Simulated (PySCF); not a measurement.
GeH5N, SMILES [NH2][GeH3]. Coordinates come from a PBE0-D3(BJ)/def2-TZVP optimisation.

PySCF with TDA-ωB97X/def2-SVPD puts the lowest singlet excitations at 6.54, 7.77, 8.05, 8.51, 8.63, 8.81 eV.

Task: What are the lowest excitation roots from PySCF with ADC(2)/aug-cc-pVDZ? (Estimate from the structure and the level; the computed values follow.)

Result: 5.63, 6.87, 6.88, 7.38, 7.48, 7.70 eV. S1 differs by -0.91 eV (second minus first; roots are paired by order, and the bases may differ).
